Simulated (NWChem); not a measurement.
All runs are NWChem calculations. System: F₃In, charge 0, spin multiplicity 1, at a geometry optimised with PBE0/def2-SVP with def2 effective core potentials on In. The structure started from a generated list of species. Level: constrained B3LYP/def2-SVP with def2 effective core potentials on In, VWN1-RPA local correlation.

Output (cleaned and shortened):

```
             Northwest Computational Chemistry Package (NWChem) 7.3.0
             --------------------------------------------------------

                                NWChem Input Module
                                -------------------

 Scaling coordinates for geometry "geometry" by  1.889725989
 (inverse scale =  0.529177249)

                             Geometry "geometry" -> ""
                             -------------------------

 Output coordinates in angstroms (scale by  1.889725989 to convert to a.u.)

  No.       Tag          Charge          X              Y              Z
 ---- ---------------- ---------- -------------- -------------- --------------
    1 In                  49.0000     0.00000000     0.00000000     0.00004700
    2 F                    9.0000     0.00000000     0.00000000     1.93512600
    3 F                    9.0000    -1.67572800     0.00000000    -0.96769100
    4 F                    9.0000     1.67572800     0.00000000    -0.96769100

 Effective nuclear repulsion energy (a.u.)     400.1591340937

            Nuclear Dipole moment (a.u.)
            ----------------------------
        X                 Y               Z
 ---------------- ---------------- ----------------
     0.0000000000     0.0000000000    -0.0000018897


 Summary of "ao basis" -> "" (spherical)
 ------------------------------------------------------------------------------
       Tag                 Description            Shells   Functions and Types
 ---------------- ------------------------------  ------  ---------------------
 *                          def2-svp                  on all atoms

                                 NWChem DFT Module
                                 -----------------

 Summary of "ao basis" -> "ao basis" (spherical)
 ------------------------------------------------------------------------------
       Tag                 Description            Shells   Functions and Types
 ---------------- ------------------------------  ------  ---------------------
 In                         def2-svp                10       26   4s4p2d
 F                          def2-svp                 6       14   3s2p1d

 Summary of "ao basis" -> "ao basis" (spherical)
 ------------------------------------------------------------------------------
       Tag                 Description            Shells   Functions and Types
 ---------------- ------------------------------  ------  ---------------------
 In                         def2-svp                10       26   4s4p2d
 F                          def2-svp                 6       14   3s2p1d

            General Information
            -------------------
          SCF calculation type: DFT
          Wavefunction type:  closed shell.
          No. of atoms     :     4
          No. of electrons :    48
           Alpha electrons :    24
            Beta electrons :    24
          Charge           :     0
          Spin multiplicity:     1
          Use of symmetry is: off; symmetry adaption is: off
          Maximum number of iterations: 100
          AO basis - number of functions:    68
                     number of shells:    28
          Convergence on energy requested:  1.00D-06
          Convergence on density requested:  1.00D-05
          Convergence on gradient requested:  5.00D-04

              XC Information
              --------------
                         B3LYP Method XC Potential
                     Hartree-Fock (Exact) Exchange  0.200
                        Slater Exchange Functional  0.800 local
                    Becke 1988 Exchange Functional  0.720 non-local
              Lee-Yang-Parr Correlation Functional  0.810
                  VWN I RPA Correlation Functional  0.190 local

             Grid Information
             ----------------
          Grid used for XC integration:  medium
          Radial quadrature: Mura-Knowles
          Angular quadrature: Lebedev.
          Tag              B.-S. Rad. Rad. Pts. Rad. Cut. Ang. Pts.
          ---              ---------- --------- --------- ---------
          In                  1.55      123           7.0       590
          F                   0.50       49           8.0       434
[...]
 d= 0,ls=0.0,diis     5   -489.0051789898 -1.16D-01  4.34D-03  7.00D-01     0.9
 CDFT multipliers:
      1        0.8308474390
      iter =    6
  Resetting Diis
 d= 0,ls=0.0,diis     6   -489.0337066958 -2.85D-02  8.82D-04  1.77D-02     1.0
 CDFT multipliers:
      1        0.8755262094
      iter =    5
 d= 0,ls=0.0,diis     7   -489.0343552980 -6.49D-04  2.25D-04  1.51D-04     1.1
 CDFT multipliers:
      1        0.0050414359
      iter =    5
 d= 0,ls=0.0,diis     8   -489.0343620716 -6.77D-06  7.22D-07  2.08D+00     1.2
 CDFT multipliers:
      1        0.8805825663
      iter =    5
 d= 0,ls=0.0,diis     9   -489.0343619695  1.02D-07  7.87D-05  9.04D-05     1.3
 CDFT multipliers:
      1        0.8789555271
      iter =    2
 d= 0,ls=0.0,diis    10   -489.0343676970 -5.73D-06  2.04D-05  2.79D-06     1.4
 CDFT multipliers:
      1        0.8789232216
      iter =    2
 d= 0,ls=0.0,diis    11   -489.0343681423 -4.45D-07  3.24D-05  3.51D-07     1.4
 CDFT multipliers:
      1        0.8789023368
      iter =    2
 d= 0,ls=0.0,diis    12   -489.0343684507 -3.08D-07  9.72D-06  5.72D-08     1.5
  CDFT final multipliers
      1        0.8788629350

         Total DFT energy =     -489.034368470899
      One electron energy =    -1139.345186672685
           Coulomb energy =      505.005018787010
    Exchange-Corr. energy =      -48.114382779783
 Nuclear repulsion energy =      193.420182194558

 Numeric. integr. density =       47.999983316339

     Total iterative time =      1.4s

                       DFT Final Molecular Orbital Analysis
                       ------------------------------------

 Vector   22  Occ=2.000000D+00  E=-1.169690D-01
              MO Center= -5.7D-01,  2.2D-08, -3.3D-01, r^2= 3.0D+00
   Bfn.  Coefficient  Atom+Function         Bfn.  Coefficient  Atom+Function
  ----- ------------  ---------------      ----- ------------  ---------------
     3      0.649226  1 In s                 44     -0.358648  3 F  px
     1     -0.334745  1 In s                 32     -0.232636  2 F  pz
    58     -0.227781  4 F  px                46     -0.207126  3 F  pz
     4      0.205063  1 In s                 11     -0.200749  1 In px
    35      0.189125  2 F  pz                61      0.183555  4 F  px

 Vector   23  Occ=2.000000D+00  E=-3.174752D-02
              MO Center= -1.4D+00,  1.2D-09, -8.0D-01, r^2= 1.3D+00
   Bfn.  Coefficient  Atom+Function         Bfn.  Coefficient  Atom+Function
  ----- ------------  ---------------      ----- ------------  ---------------
    45      0.671609  3 F  py                12     -0.332543  1 In py
    48     -0.325483  3 F  py                15     -0.094174  1 In py
     9      0.078708  1 In py                 6      0.073083  1 In py
    31     -0.072745  2 F  py                59     -0.072744  4 F  py
    34      0.063434  2 F  py                62      0.063433  4 F  py

 Vector   24  Occ=2.000000D+00  E=-2.801438D-02
              MO Center= -1.6D+00,  5.8D-11, -9.3D-01, r^2= 5.7D-01
   Bfn.  Coefficient  Atom+Function         Bfn.  Coefficient  Atom+Function
  ----- ------------  ---------------      ----- ------------  ---------------
    46      0.631725  3 F  pz                44     -0.364844  3 F  px
    49     -0.314512  3 F  pz                47      0.181643  3 F  px
    13     -0.105558  1 In pz                19     -0.069881  1 In d  0
    11      0.060967  1 In px                20      0.046578  1 In d  1
    58     -0.043871  4 F  px                16     -0.041190  1 In pz

 Vector   25  Occ=0.000000D+00  E= 4.255472D-02
              MO Center= -2.6D-01, -5.9D-08, -1.5D-01, r^2= 4.1D+00
   Bfn.  Coefficient  Atom+Function         Bfn.  Coefficient  Atom+Function
  ----- ------------  ---------------      ----- ------------  ---------------
     4      0.729193  1 In s                 44      0.413554  3 F  px
    46      0.238845  3 F  pz                14      0.225090  1 In px
    47     -0.221773  3 F  px                29     -0.220647  2 F  s
    57     -0.220610  4 F  s                 11      0.218105  1 In px
     1     -0.181933  1 In s                 32     -0.151087  2 F  pz

 Vector   26  Occ=0.000000D+00  E= 8.845135D-02
              MO Center= -8.7D-02,  2.8D-09, -5.0D-02, r^2= 3.6D+00
   Bfn.  Coefficient  Atom+Function         Bfn.  Coefficient  Atom+Function
  ----- ------------  ---------------      ----- ------------  ---------------
    12      0.680092  1 In py                15      0.387610  1 In py
    45      0.308746  3 F  py                48     -0.210168  3 F  py
     9     -0.162014  1 In py                31      0.157551  2 F  py
    59      0.157544  4 F  py                 6     -0.150255  1 In py
    34     -0.146436  2 F  py                62     -0.146420  4 F  py

 Vector   27  Occ=0.000000D+00  E= 2.084818D-01
              MO Center= -7.9D-02, -3.1D-08, -4.7D-02, r^2= 6.1D+00
   Bfn.  Coefficient  Atom+Function         Bfn.  Coefficient  Atom+Function
  ----- ------------  ---------------      ----- ------------  ---------------
    16      0.784847  1 In pz                14     -0.455930  1 In px
    13      0.431491  1 In pz                29     -0.382240  2 F  s
    57      0.383475  4 F  s                 11     -0.249599  1 In px
    61     -0.155713  4 F  px                35      0.154494  2 F  pz
    49     -0.126446  3 F  pz                28     -0.120727  2 F  s

     ---------------------------------------------
      Total Density - Mulliken Population Analysis
     ---------------------------------------------

    Atom       Charge   Shell Charges
 -----------   ------   -------------------------------------------------------
    1 In  21    20.79   2.60 -0.60  1.24  0.19  3.23  2.78  0.93  0.17  9.70  0.55
    2 F    9     9.52   1.99  1.11  0.84  3.34  2.24  0.00
    3 F    9     8.18   1.99  1.29  0.67  2.97  1.26  0.00
    4 F    9     9.52   1.99  1.11  0.84  3.34  2.24  0.00

     -------------------------------------------
      Total Density - Lowdin Population Analysis
     -------------------------------------------

    Atom       Charge   Shell Charges
 -----------   ------   -------------------------------------------------------
    1 In  21    21.04   1.40  0.55  0.89  0.46  3.03  2.84  1.00  0.37  9.44  1.07
    2 F    9     9.40   1.98  1.03  0.81  3.24  2.34  0.00
    3 F    9     8.17   1.98  1.13  0.73  2.80  1.52  0.00
    4 F    9     9.40   1.98  1.03  0.81  3.24  2.35  0.00

 center of mass
 --------------
 x =   0.00000000 y =   0.00000000 z =   0.00000590

 moments of inertia (a.u.)
 ------------------
         381.120893596431           0.000000000000           0.000000000000
           0.000000000000         762.144380651749           0.000000000000
           0.000000000000           0.000000000000         381.023487055318

     Multipole analysis of the density
     ---------------------------------

     L   x y z        total         alpha         beta         nuclear
     -   - - -        -----         -----         ----         -------
     0   0 0 0     -0.000000    -24.000000    -24.000000     48.000000

     1   1 0 0     -4.051773     -2.025886     -2.025886      0.000000
     1   0 1 0      0.000000      0.000000      0.000000      0.000000
     1   0 0 1     -2.339524     -1.168518     -1.168518     -0.002489

     2   2 0 0    -22.843705   -101.671857   -101.671857    180.500010
     2   1 1 0     -0.000000     -0.000000     -0.000000      0.000000
     2   1 0 1      8.208945      4.104472      4.104472      0.000000
     2   0 2 0    -26.311934    -13.155967    -13.155967      0.000000
     2   0 1 1      0.000000      0.000000      0.000000      0.000000
     2   0 0 2    -32.320952   -106.433552   -106.433552    180.546153

 Task  times  cpu:        1.6s     wall:        1.6s

 Total times  cpu:        1.6s     wall:        1.6s
```

Task: Write an NWChem input that would produce this output.

Result: One answer among several that fit: 
```
start mol
memory heap 200 mb stack 900 mb global 1100 mb
geometry units angstroms nocenter noautoz noautosym
  In     0.000000     0.000000     0.000047
  F      0.000000     0.000000     1.935126
  F     -1.675728     0.000000    -0.967691
  F      1.675728     0.000000    -0.967691
end
basis spherical
  * library def2-svp
end
ecp
  In library def2-ecp
end
dft
  xc b3lyp
  semidirect memsize 60000000 filesize 0
  iterations 100
  convergence nolevelshifting
  cdft 3 3 charge 0.3 pop becke
end
task dft energy
```
